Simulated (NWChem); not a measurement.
System: AlP₃H₆; SMILES [PH2][Al]([PH2])[PH2]

NWChem input:

```
start job
memory heap 200 mb stack 900 mb global 1100 mb
geometry units angstroms noautoz
  Al    -0.005365     0.002696     0.049854
  P     -2.357712    -0.046406    -0.004052
  H     -2.450542    -1.103430    -0.955805
  H     -2.494455     0.995474    -0.967124
  P      1.133480     2.058087    -0.053449
  H      2.054690     1.771121     0.995427
  H      0.217980     2.763967     0.780005
  P      1.215798    -2.005614    -0.037528
  H      0.329407    -2.741491     0.801421
  H      2.125037    -1.674322     1.008710
end
basis spherical
  Al library 6-31+g*
  P library 6-31+g*
  H library 6-31+g*
end
dft
  xc hfexch
  iterations 150
end
tddft
  nroots 8
  notriplet
end
task tddft energy
```

Structure relaxed at the B3LYP/6-31G* (spherical d) level.

Vertical excitations in the gas phase.

### Question
Predict the main results of this run. (Hartree-Fock/6-31+G* (spherical d), TDHF.) Quantities: lowest excitation, singlet (eV); lowest state with f > 0.02, singlet (eV); orbital gap (eV).

### Answer
```
Quantity                                  Result
----------------------------------------  ------
lowest excitation, singlet (eV)             5.35
lowest state with f > 0.02, singlet (eV)    5.35
orbital gap (eV)                           10.36
```
